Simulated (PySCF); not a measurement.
**`s1nc(/C=C/C)nc1C`, C$_{6}$H$_{8}$N$_{2}$S**

Molfile (atoms numbered from 1):
```
C6H8N2S
     RDKit          3D

 17 17  0  0  0  0  0  0  0  0999 V2000
   -3.2558   -0.9143   -0.1848 C   0  0  0  0  0  0  0  0  0  0  0  0
   -1.8197   -0.5725   -0.0143 C   0  0  0  0  0  0  0  0  0  0  0  0
   -1.3726    0.5596    0.5267 C   0  0  0  0  0  0  0  0  0  0  0  0
    0.0308    0.8536    0.6742 C   0  0  0  0  0  0  0  0  0  0  0  0
    0.4345    1.9793    1.2165 N   0  0  0  0  0  0  0  0  0  0  0  0
    2.0606    2.0399    1.2547 S   0  0  0  0  0  0  0  0  0  0  0  0
    2.1640    0.4575    0.4946 C   0  0  0  0  0  0  0  0  0  0  0  0
    3.4480   -0.2102    0.1966 C   0  0  0  0  0  0  0  0  0  0  0  0
    0.9925   -0.0171    0.2604 N   0  0  0  0  0  0  0  0  0  0  0  0
   -3.8975   -0.1209    0.1901 H   0  0  0  0  0  0  0  0  0  0  0  0
   -3.4767   -1.0821   -1.2391 H   0  0  0  0  0  0  0  0  0  0  0  0
   -3.4855   -1.8380    0.3468 H   0  0  0  0  0  0  0  0  0  0  0  0
   -1.1035   -1.3061   -0.3591 H   0  0  0  0  0  0  0  0  0  0  0  0
   -2.0412    1.3261    0.8905 H   0  0  0  0  0  0  0  0  0  0  0  0
    4.1440    0.4877   -0.2644 H   0  0  0  0  0  0  0  0  0  0  0  0
    3.8964   -0.5784    1.1193 H   0  0  0  0  0  0  0  0  0  0  0  0
    3.2748   -1.0520   -0.4690 H   0  0  0  0  0  0  0  0  0  0  0  0
  1  2  1  0
  2  3  2  0
  3  4  1  0
  4  5  2  0
  5  6  1  0
  6  7  1  0
  7  8  1  0
  7  9  2  0
  9  4  1  0
  1 10  1  0
  1 11  1  0
  1 12  1  0
  2 13  1  0
  3 14  1  0
  8 15  1  0
  8 16  1  0
  8 17  1  0
M  END
```

Method: GIAO wB97X/pcSseg-0 magnetisability, rotational g tensor and spin-rotation constants, non-relativistic, gas phase (PySCF). Geometry: GFN2-xTB.

Q: Give the nuclear spin-rotation constants along the inertial axes (H = +C I·J) beside the isotropic shieldings.

A: Rotational constants 3.3838, 0.7721, 0.6336 GHz. A star marks the isotopologue with that one atom substituted, in its own axes.
| atom | isotope | Caa (kHz) | Cbb (kHz) | Ccc (kHz) | mean (kHz) | σ (ppm) |
| --- | --- | --- | --- | --- | --- | --- |
| N5 | 14N | 1.023 | 0.138 | 0.026 | 0.396 | -70.9 |
| N9 | 14N | 0.887 | 0.171 | 0.020 | 0.359 | -65.1 |
| H10 | 1H | -0.333 | 0.006 | -0.079 | -0.135 | 31.1 |
| H11 | 1H | -0.307 | -0.075 | -0.018 | -0.133 | 31.1 |
| H12 | 1H | -0.307 | -0.074 | -0.018 | -0.133 | 31.1 |
| H13 | 1H | -0.240 | 0.052 | -0.071 | -0.086 | 25.6 |
| H14 | 1H | -0.238 | 0.049 | -0.079 | -0.089 | 26.4 |
| H15 | 1H | -0.122 | -0.090 | -0.038 | -0.083 | 30.4 |
| H16 | 1H | -0.314 | -0.087 | -0.004 | -0.135 | 30.4 |
| H17 | 1H | -0.307 | -0.002 | -0.070 | -0.126 | 30.0 |
| C1 | 13C* | 0.392 | 0.107 | 0.083 | 0.194 | 175.9 |
| C2 | 13C* | 1.602 | 0.315 | 0.067 | 0.661 | 44.7 |
| C3 | 13C* | 1.388 | 0.281 | 0.097 | 0.589 | 58.4 |
| C4 | 13C* | 1.495 | 0.335 | 0.159 | 0.663 | 14.3 |
| S6 | 33S* | 1.876 | 0.306 | 0.237 | 0.806 | 100.0 |
| C7 | 13C* | 1.848 | 0.370 | 0.129 | 0.782 | -9.1 |
| C8 | 13C* | 0.468 | 0.089 | 0.081 | 0.212 | 176.4 |

For the geometry as given, no vibrational averaging.
